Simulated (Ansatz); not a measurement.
System: IBr, net charge 0, singlet state. SMILES: BrI
Geometry from a B3LYP-D3(BJ)/def2-TZVP (Ansatz, a first-principles code) optimisation:
```xyz
2

I      0.0000     0.0000    -0.9942
Br     0.0000     0.0000     1.5056
```
Charge 0, spin multiplicity 1.

Quantity: vertical ionisation energy (to the doublet state of charge +1; each state is the SCF solution reached for its spin; for the doublet T1 is 0.047), in eV. Cores are frozen in the correlated levels unless marked. UHF or UKS for open shells. No spin-orbit coupling. Frozen are the shells of the preceding noble gas and the d and f shells that filled before the atom's block. Past Kr the def2 sets carry scalar-relativistic core potentials. Basis-set limits of correlation are two-point, X^-3; Hartree-Fock from the larger set.

```csv
level,program,vertical ionisation energy (eV)
SVWN5/def2-TZVPD,Ansatz,9.95
PBE/def2-TZVPD,Ansatz,9.73
r2SCAN/def2-TZVPD,Ansatz,9.90
B3LYP/def2-TZVPD,Ansatz,9.96
PBE0/def2-TZVPD,Ansatz,9.99
BHLYP/def2-TZVPD,Ansatz,10.07
CAM-B3LYP/def2-TZVPD,Ansatz,10.12
```

Task: Estimate the value at CCSD(T)/CBS(def2-TZVPPD,def2-QZVPPD) as computed with Ansatz.

Result: 10.19 eV, so CAM-B3LYP/def2-TZVPD differs from it by -0.07 eV.
